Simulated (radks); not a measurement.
Results of a calculation; reference values are marked as such.
Effect of the nuclear size on the gold ion Au42+, [Kr] 4d1. Level of theory: Dirac Kohn-Sham, PBE, spin-unpolarised, spherical densities, finite nucleus; open shells fill j = l - 1/2 first; Fermi nuclear charge, rms radius 5.4371 fm (a radial shooting solver on a logarithmic mesh with Libxc functionals). The rms radius is varied about that value; shifts are against it.

| rms radius (fm) | total energy shift (eV) | density at nucleus (e/bohr^3) | 1s1/2 shift (meV) | 2s1/2 shift (meV) | 4s1/2 shift (meV) | 4p1/2 shift (meV) | 4d3/2 shift (meV) | 5s1/2 (empty) shift (meV) | 5p1/2 (empty) shift (meV) |
|---|---|---|---|---|---|---|---|---|---|
| 4.6813 | -25.3 | 2.279e+06 | -10100 | -1490 | -110 | -2.39 | 5.46 | -47.3 | -1.32 |
| 4.9586 | -16.3 | 2.227e+06 | -6510 | -962 | -70.9 | -1.54 | 3.51 | -30.4 | -0.848 |
| 5.4371 | 0 | 2.147e+06 | 0.000 | 0.000 | 0.000 | 0.000 | 0.000 | 0.000 | 0.000 |
| 5.6057 | 5.95 | 2.121e+06 | 2380 | 352 | 25.9 | 0.565 | -1.28 | 11.1 | 0.311 |
| 6.394 | 35.2 | 2.012e+06 | 14100 | 2080 | 153 | 3.36 | -7.59 | 65.8 | 1.85 |

Slopes of the eigenvalues against <r^2> in GHz/fm^2, as finite differences over the two radii next to the reference (eigenvalue slopes, not the field-shift constants of lines): 1s1/2 314000, 2s1/2 46500, 4s1/2 3420, 4p1/2 74.4, 4d3/2 -170, 5s1/2 (empty) 1470, 5p1/2 (empty) 41.0.
